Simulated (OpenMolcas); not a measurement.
**Ru2+ in a point-charge field**

Ru2+ among 3 point charges of -1.5 e arranged as a planar triangle (D3h), 2.36 Å from the ion.
```
   2.3600    0.0000    0.0000  -1.50
  -1.1800    2.0438    0.0000  -1.50
  -1.1800   -2.0438    0.0000  -1.50
```

* Program: OpenMolcas
* Method: CASSCF
* Basis: ANO-RCC-VTZP [7s6p4d2f1g]
* Scalar Hamiltonian: DKH2, point nucleus
* Active space: 6 electrons in 5 orbitals (4d)
* State averaging: 2S+1 = 5 even, 5 roots; 2S+1 = 3 even, 45 roots; 2S+1 = 1 even, 50 roots
* Spin-orbit coupling: state interaction with AMFI integrals over the reference wave functions

The lowest spin-free states (labels of D3, the rotations of D3h), above the lowest:

```
   State  Degeneracy  E (cm-1)  Free-ion L (%)
     5A1           1       0.0         D (100)
      5E           2      1987         D (100)
      5E           2      8199         D (100)
     3A1           1     18450          H (70)
     3A2           1     18452          H (70)
      3E           2     18527          H (82)
      3E           2     18693         H (100)
      3E           2     19013          H (43)
      3E           2     20525          G (43)
     3A2           1     20675          F (50)
      3E           2     20752          F (56)
      3E           2     20764          F (49)
      3E           2     21845          P (90)
     3A2           1     22566          P (42)
     3A1           1     23047          G (86)
     3A2           1     23137          F (87)
     3A1           1     23180          F (87)
     3A2           1     25316          P (52)
2S+1 = 1           2     25822         I (100)
      3E           2     26419          G (36)
```

The lowest levels with spin-orbit coupling:

```tsv
E (cm-1)	Degeneracy	Label	2S+1	g
0.0	1	A1	5	
66.8	2	E	5	0.00 0.00 3.88
281.8	2	E	5	0.00 0.00 7.78
1896	2		5	0.00 0.00 9.98
2317	2	E	5	0.00 0.00 6.19
2587	2	E	5	0.00 0.00 2.45
2716	1	A2	5	
3058	1	A1	5	
3156	2	E	5	0.00 0.00 5.65
7542	2	E	5	0.00 0.00 11.97
8181	1	A1	5	
8182	1	A2	5	
8733	2	E	5	0.00 0.00 4.01
9233	2	E	5	0.00 0.00 0.02
9694	1	A1	5	
9699	1	A2	5	
17829	2	E	3	0.00 0.00 2.70
17988	1	A2	3	
17997	1	A1	3	
18165	2	E	3	0.00 0.00 0.36
```

Powder χT (cm3 K/mol): 0.197 at 2 K, 0.984 at 10 K, 3.48 at 50 K, 4.08 at 100 K, 4.34 at 200 K, 4.42 at 300 K. The effective moment at 300 K is 2.828 √(χT) = 5.94 μB.

The lowest level has 2S+1 = 5, for which the spin-only value is χT = S(S+1) / 2 = 3.000 cm3 K/mol (g = 2). The computed 4.415 at 300 K differs by +1.415, through orbital momentum, spin-orbit coupling and any other state in reach.

Without dynamic correlation the repulsion within the d shell is too large (B by tens of per cent), so at a given field states of lower spin stand too high. Point charges give a weaker field than real ligands, and real ions of this kind are as a rule low spin; the high spin found here belongs to the model. Point charges carry no covalency, so the field is a model and not that of real ligands. No measured value stands beside these numbers.

With an even number of electrons the g values are those of a degenerate or nearly degenerate non-Kramers pair.
